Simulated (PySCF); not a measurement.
H$_{2}$Se, charge -1, doublet, at the geometry of the source list (a state made from the parent by changing its charge; the spin is typed, not shown lowest) (in this run its highest filled SCF level lies above zero, so its values depend strongly on the basis, on diffuse functions most of all). Base run: PBE/cc-pVDZ (PySCF).

Input for PySCF:
```python
from pyscf import gto, scf, dft

mol = gto.M(
    atom='''
Se   -0.002600    0.669000    0.000000
H    -1.031300   -0.337800    0.000000
H     1.033900   -0.331200   -0.000000
''',
    basis='cc-pvdz',
    charge=-1,
    spin=1,
    verbose=4,
)

mf = dft.UKS(mol)
mf.xc = 'pbe'
mf.kernel()
mf.analyze()
```

Each row names what was changed in the base input (with any setting that the change needs).

| change | basis functions | E (Eh) | HOMO (eV) |
|---|---|---|---|
| base | 37 | -2402.24554 | 6.04 |
| basis = cc-pVTZ-DK; relativity = none | 71 | -2384.14539 | 4.62 |
| basis = jorge-DZP-DKH; relativity = spin-free X2C | 53 | -2430.51343 | 5.57 |
| basis = jorge-DZP-DKH; relativity = spin-free X2C; nucleus = Gaussian (with nucmod='G') | 53 | -2430.49704 | 5.57 |
| basis = cc-pVTZ-DK; relativity = spin-free X2C | 71 | -2430.68072 | 4.49 |
| basis = ANO-RCC-VDZP; relativity = spin-free X2C | 37 | -2430.70964 | 3.25 |
| basis = ANO-RCC-VDZP; relativity = none | 37 | -2383.80931 | 3.26 |
| basis = jorge-DZP-DKH; relativity = none | 53 | -2395.73922 | 5.63 |
| basis = cc-pVTZ-DK; relativity = spin-free X2C; nucleus = Gaussian (with nucmod='G') | 71 | -2430.66238 | 4.49 |
| basis = ANO-RCC-VDZP; relativity = spin-free X2C; nucleus = Gaussian (with nucmod='G') | 37 | -2430.69091 | 3.25 |

Total energies compare only within one method and basis.

Open shells are given as the SCF converged; they aren't shown to be the lowest states, and a large step between rows can be another state.

Basis sets contracted for a relativistic Hamiltonian are a mismatch without it, so the rows without relativity aren't non-relativistic limits. No row has spin-orbit coupling; sets with core potentials leave out the core electrons.
